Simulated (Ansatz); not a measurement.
Isolated molecules relaxed with PBE0-D4/def2-TZVP in Ansatz; ΔE leaves out vibrations. CCSD(T)/CBS is the MP2 limit (def2-TZVPP, def2-QZVPP) plus CCSD(T) − MP2 in def2-TZVPP, frozen cores. This one scheme is used for every species, atoms too. DFT in def2-TZVPP. No spin–orbit coupling; open shells (•) take unrestricted orbitals. Spin–orbit coupling would lower the free atoms: a little for B, F, Si. Each species was taken in one conformer, which may not be the lowest.

`F[Si](F)(F)B([Si](F)(F)F)[Si](F)(F)F` → B• + 9 F• + 3 Si•  (atomization)

CCSD(T)/CBS gives +6104.5 kJ/mol.

**Question.** Another level gave +5940.5 kJ/mol. Which?
A. HF/def2-TZVPP
B. ωB97M-V/def2-TZVPP
C. BLYP/def2-TZVPP
D. BHLYP/def2-TZVPP

**Answer.** C. BLYP 5940.5, HF/def2-TZVPP 4545.9, ωB97M-V 6065.8, BHLYP 5708.3 kJ/mol.

Largest T1 diagnostic among the species: 0.014.

At CCSD(T), def2-SVP lies −610.0 kJ/mol from the extrapolated value and def2-TZVPP −203.1 kJ/mol: correlation converges slowly with the basis, and small sets miss more of it in the bonded molecule than in its fragments. Leaving LDA and LC-ωPBE aside and taking each functional with its dispersion term where it has one, the values, not all of them listed here, spread over 394.2 kJ/mol, from BHLYP-D4 to PBE-D4. LDA lies +898.3 kJ/mol from PBE without D4, its usual overbinding. From PBE to PBE0 (25 % exact exchange), in def2-TZVPP and without D4, ΔE moves by −172.6 kJ/mol: exact exchange takes away binding that semilocal exchange gives to molecules.

For atomizations the MP2-based limit and the directly extrapolated one differ by several kJ/mol either way, and by 10 to 25 for some Ge, Se and Sn compounds, so smaller differences from it don't rank the levels.
